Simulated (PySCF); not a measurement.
All numbers come from PBE0 in PySCF with Nb def2-TZVP with ECP28, O def2-TZVP; scalar-relativistic core potentials, no spin–orbit coupling; density-fitted integrals.

Each entry is the lowest minimum that a search over a few typed start shapes (and spin states, where more than one is plausible) found, or that minimum re-optimised at the stated level; isomers with ligand–ligand bonds, or fragments after loss of a ligand pair, can lie lower. Open shells are unrestricted.

NbO₂ is a doublet of C2v symmetry with Nb–O 1.700 Å (×2); O–Nb–O 104.9°. Its wavenumbers are 360, 982, 1036 cm⁻¹.

**Question.** What changes when one electron is removed, giving NbO₂⁺?

**Answer.** It costs 7.93 eV between the minima (7.94 eV with zero-point energy). NbO₂⁺ is a singlet of C2v symmetry with Nb–O 1.663 Å (×2); O–Nb–O 103.3°; wavenumbers 404, 1052, 1111 cm⁻¹.
